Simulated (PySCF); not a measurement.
Species: AlH4IOSi.
Bonds: Al1–O2, O2–Si3, Si3–I4. Hydrogens: H5, H6 on Al1; H7, H8 on Si3.

Method used: PBE0-D3(BJ)/def2-SVP geometry optimisation, gas phase, def2 core potentials past Kr in PySCF 2.14.0.

Q: What internal coordinates does the optimisation give?

A: 
```tsv
bond	length (Å)	order
Al1–O2	1.711	single
O2–Si3	1.632	single
Si3–I4	2.459	single
Al1–H5, Al1–H6	1.581	single
Si3–H7, Si3–H8	1.487	single
```

Bonds in one row agree within 0.01 Å and their mean is given. Orders are formal, as drawn. A selection of angles:
```tsv
angle	degrees
O2–Al1–H5	117.4
H5–Al1–H6	125.4
Al1–O2–Si3	169.0
O2–Si3–I4	109.4
O2–Si3–H7	111.3
I4–Si3–H7	106.6
H7–Si3–H8	111.4
```

The 4 heavy atoms lie in one plane (0.001 Å rms). Al1 (aluminium bonded to O and 2 H) is planar (angles 125.4°, 117.4° and 117.2°, sum 360.0°, 0.01 Å off the plane of its three neighbours). Si3 (oxygen-bound silicon) is tetrahedral (angles from 106.6° to 111.4°).

Not checked by PBE0-D3(BJ)/def2-SVP frequencies.

On one thread of an Arm Neoverse V1, on a shared host, this took 34 s of wall time and 0.41 GiB of memory at its peak. This is the geometry optimisation.
